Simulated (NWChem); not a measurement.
Everything below was run with NWChem. System: MgO, charge 0, spin multiplicity 1, at a geometry optimised with PBE0/def2-SVP. The structure started from a generated list of species. Level: CCSD(T)/cc-pVDZ, 6 core orbitals frozen, spin-restricted.

Output (cleaned and shortened):

```
             Northwest Computational Chemistry Package (NWChem) 7.3.0
             --------------------------------------------------------

                                NWChem Input Module
                                -------------------

 Scaling coordinates for geometry "geometry" by  1.889725989
 (inverse scale =  0.529177249)

                             Geometry "geometry" -> ""
                             -------------------------

 Output coordinates in angstroms (scale by  1.889725989 to convert to a.u.)

  No.       Tag          Charge          X              Y              Z
 ---- ---------------- ---------- -------------- -------------- --------------
    1 Mg                  12.0000     0.00000000     0.00000000     0.69904500
    2 O                    8.0000     0.00000000     0.00000000    -1.04856800

 Effective nuclear repulsion energy (a.u.)      29.0688017908

            Nuclear Dipole moment (a.u.)
            ----------------------------
        X                 Y               Z
 ---------------- ---------------- ----------------
     0.0000000000     0.0000000000    -0.0000075589


 Summary of "ao basis" -> "" (spherical)
 ------------------------------------------------------------------------------
       Tag                 Description            Shells   Functions and Types
 ---------------- ------------------------------  ------  ---------------------
 *                          cc-pvdz                   on all atoms

 Summary of "ao basis" -> "ao basis" (spherical)
 ------------------------------------------------------------------------------
       Tag                 Description            Shells   Functions and Types
 ---------------- ------------------------------  ------  ---------------------
 Mg                         cc-pvdz                  8       18   4s3p1d
 O                          cc-pvdz                  6       14   3s2p1d

                                 NWChem SCF Module
                                 -----------------

  ao basis        = "ao basis"
  functions       =    32
  atoms           =     2
  closed shells   =    10
  open shells     =     0
  charge          =   0.00
  wavefunction    = RHF
  use symmetry    = F
  symmetry adapt  = F

 Summary of "ao basis" -> "ao basis" (spherical)
 ------------------------------------------------------------------------------
       Tag                 Description            Shells   Functions and Types
 ---------------- ------------------------------  ------  ---------------------
 Mg                         cc-pvdz                  8       18   4s3p1d
 O                          cc-pvdz                  6       14   3s2p1d

 Forming initial guess at       0.0s

      Superposition of Atomic Density Guess
      -------------------------------------

 Sum of atomic energies:        -274.37196817

      Non-variational initial energy
      ------------------------------

 Total energy =    -274.167484
 1-e energy   =    -440.327345
 2-e energy   =     137.091059
 HOMO         =      -0.438681
 LUMO         =      -0.174593

 Starting SCF solution at       0.3s

 ----------------------------------------------
         Quadratically convergent ROHF

 Convergence threshold     :          1.000E-07
 Maximum no. of iterations :          100
 Final Fock-matrix accuracy:          1.000E-09
 ----------------------------------------------

              iter       energy          gnorm     gmax       time
             ----- ------------------- --------- --------- --------
                 1     -274.1066209950  1.81D+00  7.18D-01      0.3
                 2     -274.2937042818  4.30D-01  1.72D-01      0.3
                 3     -274.3226299182  5.66D-01  2.74D-01      0.3
                 4     -274.3376470800  1.47D-01  5.11D-02      0.3
                 5     -274.3411699956  1.59D-02  6.54D-03      0.3
                 6     -274.3411900351  9.55D-05  3.57D-05      0.3
                 7     -274.3411900397  3.19D-08  1.28D-08      0.3

       Final RHF  results
       ------------------

         Total SCF energy =   -274.341190039736
      One-electron energy =   -442.144900848187
      Two-electron energy =    138.734909017682
[...]
 memory            104853796
  Using  1 OpenMP thread(s) in CCSD
  IO offset    20.000000000000000
  IO error message >End of File
  file_read_ga: failing reading from ./mol.t2
  Failed reading restart vector from ./mol.t2
  Using MP2 initial guess vector

-------------------------------------------------------------------------
 iter     correlation     delta       rms       T2     Non-T2      Main
             energy      energy      error      ampl     ampl      Block
                                                time     time      time
-------------------------------------------------------------------------
   1     -0.2228810784 -2.229D-01  3.929D-01     0.26     0.00     0.25
   2     -0.2681820004 -4.530D-02  5.539D-01     0.26     0.00     0.25
   3     -0.2518492306  1.633D-02  3.842D-02     0.26     0.00     0.25
   4     -0.2539772986 -2.128D-03  1.238D-02     0.26     0.00     0.25
   5     -0.2574204636 -3.443D-03  7.201D-03     0.26     0.00     0.25
   6     -0.2572736327  1.468D-04  5.075D-03     0.26     0.00     0.25
   7     -0.2572203101  5.332D-05  1.457D-03     0.26     0.00     0.25
   8     -0.2572114300  8.880D-06  2.078D-03     0.26     0.00     0.25
   9     -0.2571261404  8.529D-05  1.033D-04     0.25     0.00     0.25
  10     -0.2571255404  6.000D-07  1.649D-04     0.25     0.00     0.25
  11     -0.2571466709 -2.113D-05  2.653D-04     0.25     0.00     0.25
  12     -0.2571339636  1.271D-05  2.796D-05     0.25     0.00     0.25
  13     -0.2571339335  3.008D-08  9.733D-06     0.25     0.00     0.25
  14     -0.2571346229 -6.894D-07  4.994D-06     0.25     0.00     0.25
  15     -0.2571343250  2.979D-07  1.237D-06     0.26     0.00     0.25
  16     -0.2571342783  4.668D-08  7.270D-07     0.26     0.00     0.25
                  *************converged*************
-------------------------------------------------------------------------

 -----------
 CCSD Energy
 -----------
 Reference energy:            -274.341190039736261
 CCSD corr. energy:             -0.257134278317798
 Total CCSD energy:           -274.598324318054040

 --------------------------------
 Spin Component Scaled (SCS) CCSD
 --------------------------------
 Same spin contribution:                 -0.048097495463608
 Same spin scaling factor:                1.130000000000000
 Opposite spin contribution:             -0.209036782854191
 Opposite spin scaling fact.:             1.270000000000000
 SCS-CCSD correlation energy:            -0.319826884098699
 Total SCS-CCSD energy:                -274.661016923834950
 memory            104853796

*********triples calculation*********

nkpass=    1; nvpass=    1; memdrv=          14146; memtrn=         393476; memavail=      104853692
 memory available/node                      104853692
 total number of virtual orbitals        22
 number of virtuals per integral pass    22
 number of integral evaluations           1
 number of occupied per triples pass      4
 number of triples passes                 1

 commencing integral evaluation        1 at           4.61
  symmetry use  F
task         2 out of       105 done   1%  at       0.0 secs
task         6 out of       105 done   5%  at       0.0 secs
task        11 out of       105 done  10%  at       0.1 secs
task        16 out of       105 done  15%  at       0.1 secs
task        21 out of       105 done  20%  at       0.1 secs
task        27 out of       105 done  25%  at       0.1 secs
task        32 out of       105 done  30%  at       0.2 secs
task        37 out of       105 done  35%  at       0.2 secs
task        42 out of       105 done  40%  at       0.3 secs
task        48 out of       105 done  45%  at       0.3 secs
task        53 out of       105 done  50%  at       0.4 secs
task        58 out of       105 done  55%  at       0.4 secs
task        63 out of       105 done  60%  at       0.4 secs
task        69 out of       105 done  65%  at       0.5 secs
task        74 out of       105 done  70%  at       0.5 secs
task        79 out of       105 done  75%  at       0.5 secs
task        84 out of       105 done  80%  at       0.5 secs
task        90 out of       105 done  85%  at       0.5 secs
task        95 out of       105 done  90%  at       0.5 secs
task       100 out of       105 done  95%  at       0.5 secs
task       105 out of       105 done 100%  at       0.5 secs
 commencing triples evaluation - blocking       1
 ccsd(t): done        1 out of       22 progress:    4.5%
 ccsd(t): done        2 out of       22 progress:    9.1%
 ccsd(t): done        3 out of       22 progress:   13.6%
 ccsd(t): done        4 out of       22 progress:   18.2%
 ccsd(t): done        5 out of       22 progress:   22.7%
 ccsd(t): done        6 out of       22 progress:   27.3%
 ccsd(t): done        7 out of       22 progress:   31.8%
 ccsd(t): done        8 out of       22 progress:   36.4%
 ccsd(t): done        9 out of       22 progress:   40.9%
 ccsd(t): done       10 out of       22 progress:   45.5%
 ccsd(t): done       11 out of       22 progress:   50.0%
 ccsd(t): done       12 out of       22 progress:   54.5%
 ccsd(t): done       13 out of       22 progress:   59.1%
 ccsd(t): done       14 out of       22 progress:   63.6%
 ccsd(t): done       15 out of       22 progress:   68.2%
 ccsd(t): done       16 out of       22 progress:   72.7%
 ccsd(t): done       17 out of       22 progress:   77.3%
 ccsd(t): done       18 out of       22 progress:   81.8%
 ccsd(t): done       19 out of       22 progress:   86.4%
 ccsd(t): done       20 out of       22 progress:   90.9%
 ccsd(t): done       21 out of       22 progress:   95.5%
 ccsd(t): done       22 out of       22 progress:  100.0%
 Time for integral evaluation pass     1        0.53
 Time for triples evaluation pass      1        0.01

 pseudo-e(mp4)  -0.25984185552439E-01
 pseudo-e(mp5)   0.77944163850312E-02
        e(t)    -0.18189769167407E-01

 --------------
 CCSD(T) Energy
 --------------
 Reference energy:                    -274.341190039736261

 CCSD corr. energy:                     -0.257134278317798
 T(CCSD) corr. energy:                  -0.025984185552439
 Total CCSD+T(CCSD) energy:           -274.624308503606471

 CCSD corr. energy:                     -0.257134278317798
 (T) corr. energy:                      -0.018189769167407
 Total CCSD(T) energy:                -274.616514087221447

 routine      calls  cpu(0)   cpu-min  cpu-ave  cpu-max   i/o
 aoccsd          1     0.00     0.00     0.00     0.00    0.00
 iterdrv         1     0.00     0.00     0.00     0.00    0.00
 pampt          16     0.00     0.00     0.00     0.00    0.00
 t2pm           16     0.01     0.01     0.01     0.01    0.00
 sxy            16     0.02     0.02     0.02     0.02    0.00
 ints       176400     3.93     3.93     3.93     3.93    0.00
 t2eri        1680     0.06     0.06     0.06     0.06    0.00
 idx2         1680     0.02     0.02     0.02     0.02    0.00
 idx34          16     0.00     0.00     0.00     0.00    0.00
 ht2pm          16     0.01     0.01     0.01     0.01    0.00
 itm            16     0.02     0.02     0.02     0.02    0.00
 pdiis          16     0.00     0.00     0.00     0.00    0.00
 triples         1     0.00     0.00     0.00     0.00    0.00
 rdtrpo          1     0.00     0.00     0.00     0.00    0.00
 trpmos          1     0.53     0.53     0.53     0.53    0.00
 trpdrv          1     0.00     0.00     0.00     0.00    0.00
 dovvv        1760     0.00     0.00     0.00     0.00    0.00
 doooo        1760     0.00     0.00     0.00     0.00    0.00
 tengy        1408     0.00     0.00     0.00     0.00    0.00
 Total                 4.61     4.61     4.61     4.61    0.00

 Task  times  cpu:        5.4s     wall:        5.4s

 Total times  cpu:        5.5s     wall:        5.5s
```

Question: Write an NWChem input that would produce this output.

Answer: One answer among several that fit: 
```
start mol
memory heap 100 mb stack 700 mb global 1900 mb
geometry units angstroms nocenter noautoz noautosym
  Mg     0.000000     0.000000     0.699045
  O      0.000000     0.000000    -1.048568
end
basis spherical
  * library cc-pvdz
end
scf
  rhf
  nopen 0
  maxiter 100
  thresh 1e-7
  semidirect memsize 60000000 filesize 0
end
ccsd
  freeze core 6
  maxiter 60
end
task ccsd(t) energy
```
